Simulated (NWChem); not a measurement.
Molecule: CH₆Ge; SMILES [CH3][GeH3]

Results from NWChem. Geometry: optimised at PBE0/def2-SVP.

For level TPSS/def2-TZVPD:

- orbital gap (eV) = 7.52

**Question.** How do the values read with level PBE/def2-TZVPD instead?

**Answer.** 
* **orbital gap (eV)**: 7.25
